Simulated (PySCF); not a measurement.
Compound: CH7FO2Si2.
Numbering: `[CH3:1][O:2][Si@H:3]([F:4])[O:5][SiH3:6]` (hydrogens: H7, H8, H9 on C1; H10 on Si3; H11, H12, H13 on Si6)

Computed by this run: PBE0-D3(BJ)/def2-SVP geometry optimisation, gas phase in PySCF; density fitting, grid level 1; the optimiser is geomeTRIC in internal coordinates, started from a GFN2-xTB structure with every atom displaced at random (about 0.01 Å).

Geometry at step 4:
```
atom  x, y, z in Å
C1     -2.5750   -0.7409   -0.1837
O2     -1.2409   -0.3986    0.0874
Si3    -0.5043    0.9981   -0.3510
F4     -0.7591    1.2269   -1.9313
O5      1.0906    0.8408   -0.0802
Si6     2.4817   -0.0612   -0.0540
H7     -2.8070   -0.6635   -1.2604
H8     -3.2849   -0.0973    0.3672
H9     -2.7420   -1.7787    0.1315
H10    -1.0273    2.1881    0.3466
H11     2.6458   -0.7960   -1.3417
H12     2.4287   -1.0406    1.0695
H13     3.6243    0.8726    0.1435
```

Problem. What forces act on the atoms?

Solution. 
| atom | Fx (eV/Å) | Fy (eV/Å) | Fz (eV/Å) |
| --- | --- | --- | --- |
| C1 | -0.029 | 0.078 | -0.046 |
| O2 | -0.030 | -0.028 | 0.003 |
| Si3 | 0.111 | 0.015 | -0.009 |
| F4 | -0.027 | 0.002 | -0.035 |
| O5 | -0.127 | 0.118 | 0.024 |
| Si6 | 0.049 | -0.096 | 0.007 |
| H7 | 0.017 | -0.009 | 0.016 |
| H8 | 0.019 | -0.011 | 0.009 |
| H9 | -0.012 | -0.070 | 0.026 |
| H10 | -0.009 | -0.003 | 0.018 |
| H11 | 0.007 | 0.002 | -0.011 |
| H12 | 0.012 | 0.006 | 0.001 |
| H13 | 0.019 | -0.004 | -0.002 |

The largest, 0.18 eV/Å, acts on O5; the rms over all components is 0.044 eV/Å. The forces sum to zero within rounding, as they must for an isolated molecule in no field.

Problem. Give the force on O5 in Eh/bohr and in nN.

Solution. 0.175 eV/Å ÷ 51.422 = 0.00341 Eh/bohr, and 0.175 eV/Å × 1.602 = 0.28 nN.

Problem. How far is this geometry from the end of the optimisation?

Solution. 0.010 eV above it, and 0.213 Å rms away after alignment. The bonds farthest from their final lengths, with half the difference of the two atoms' forces along the bond (positive lengthens):

| bond | now (Å) | final (Å) | force along bond (eV/Å) |
| --- | --- | --- | --- |
| O5–Si6 | 1.658 | 1.670 | +0.13 |
| Si3–O5 | 1.625 | 1.629 | -0.12 |
| O2–Si3 | 1.639 | 1.641 | +0.05 |
| C1–H9 | 1.097 | 1.099 | +0.08 |

The angle farthest from its final value is Si3–O5–Si6, 151.5° against 140.1°.

What follows is the cost of the whole optimisation. The run took 1.7 min on one thread, Arm Neoverse N1 (aarch64), no GPU (shared host), and the process peaked at 0.53 GiB of memory.
